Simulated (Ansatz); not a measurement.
```xyz
10

F     0.952    0.349    2.255
B     0.683    0.876    1.046
F    -0.555    1.428    0.904
F     1.699    1.553    0.464
O     0.505   -0.475    0.033
Si   -0.903   -0.671   -0.913
H     1.344   -0.796   -0.309
H    -2.017   -0.896    0.023
H    -0.613   -1.876   -1.726
H    -1.095    0.509   -1.777
```

The species carries charge 0 and has multiplicity 1.

**Question.** List the r2SCAN/def2-TZVPP orbital energies in eV (Ansatz 0.2.0). (Estimate.)

**Answer.** Ansatz gave: Occupied: -1792.69, -665.80, -665.62, -665.52, -518.20, -183.64, -143.07, -98.01, -97.90, -97.88, -31.95, -30.88, -30.74, -28.75, -16.35, -15.22, -13.62, -13.01, -12.91, -12.55, -11.20, -10.34, -10.29, -10.17, -9.94, -9.66, -9.40, -9.11, -8.97. Lowest empty: -1.31, 0.54, 0.55, 1.00, 1.04, 2.66, 3.41, 3.56.
